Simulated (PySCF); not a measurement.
CH4I2OSi, SMILES I[Si](O)(I)C. Geometry optimised at PBE-D3(BJ)/def2-SVP. This is a generated structure with no PubChem entry under its InChIKey; it may be hypothetical. The def2 effective core potentials stand for the cores of I; spin–orbit coupling is left out. The values are those of a single conformer.

Computed equilibrium geometry at PBE-D3(BJ)/def2-SVP (PySCF confirms it by a frequency run) as a Z-matrix, and its point group (one conformer of several):
point group Cs.
```
Si
O 1 1.6684
H 2 0.9746 1 115.68
C 1 1.8631 2 107.59 3 180.00
H 4 1.1066 1 110.34 2 180.00
H 4 1.1084 5 109.17 1 -120.29
H 4 1.1084 5 109.17 6 -119.41
I 1 2.4799 2 110.18 3 -59.63
I 1 2.4799 2 110.18 3 59.63
```
